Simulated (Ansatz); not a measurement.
Coupled-cluster diagnostics for BEt3 (C₆H₁₅B), Ansatz.

Geometry of the singlet (PBE-D4/def2-SVP):

```xyz
22

B     0.164   -0.098    0.136
C     1.572   -0.404    0.797
C     1.992    0.836    1.619
C     0.109    0.670   -1.247
C     0.042   -0.400   -2.364
C    -1.143   -0.617    0.858
C    -2.510   -0.098    0.401
H     2.347   -0.597    0.022
H     1.544   -1.291    1.466
H     2.984    0.700    2.097
H     2.055    1.747    0.987
H     1.267    1.054    2.432
H     1.010    1.300   -1.408
H    -0.779    1.332   -1.332
H     0.024    0.060   -3.374
H     0.918   -1.082   -2.331
H    -0.866   -1.032   -2.276
H    -1.012   -0.488    1.958
H    -1.089   -1.729    0.740
H    -3.350   -0.566    0.954
H    -2.595    0.999    0.543
H    -2.682   -0.294   -0.678
```

Correlated methods freeze 7 core orbitals. Another isomer (singlet) lies 0.20 eV lower at PBE0-D4/def2-TZVP; other spin states weren't run for this one.

Estimate the CCSD(T) correlation energy, the shares of MP2 and (T), T1 and the reference's ⟨S²⟩ for: charge 0, singlet, own geometry in def2-SVP; and the rough time on 4 threads of Arm Neoverse V1 on a shared host.


```
                          state     basis  correlation (eV)  MP2 share (%)  (T) share (%)     T1  ⟨S²⟩ (pure)  wall time
charge 0, singlet, own geometry  def2-SVP           -29.554           88.1            2.9  0.008  0.00 (0.00)       86 s
```
Customary marks for T1 are 0.02 (closed shells), 0.045 (open shells) and about 0.05 (3d metals). T1 stays under 0.02 throughout.
